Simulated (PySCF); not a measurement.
## Electron correlation in Cr²⁺ (chromium, charge +2)

[Ar] 3d3 4s1, high-spin 5F determinant (an excited configuration). All numbers are calculated (PySCF 2.14, the non-relativistic Hamiltonian (point nucleus), in def2-TZVPPD). Frozen: [Ne]; 12 electrons correlated.

MP2 pair energies summed by pair of shells (mhartree):

| pair | energy | share (%) |
| --- | --- | --- |
| 3p-3d | -103.45 | 34.6 |
| 3p-3p | -102.10 | 34.2 |
| 3s-3p | -31.97 | 10.7 |
| 3d-3d | -16.00 | 5.4 |
| 3s-3d | -15.86 | 5.3 |
| 3p-4s | -14.89 | 5.0 |
| 3d-4s | -8.11 | 2.7 |
| 3s-3s | -5.51 | 1.8 |
| 3s-4s | -1.04 | 0.3 |

Total MP2 correlation energy: -298.94 mhartree.

Same-spin part -92.65 and opposite-spin part -206.29 mhartree; SCS-MP2 scales them by 1/3 and 6/5 to -278.43 mhartree.

This basis was not built for core-valence correlation, so the inner-shell part is incomplete.
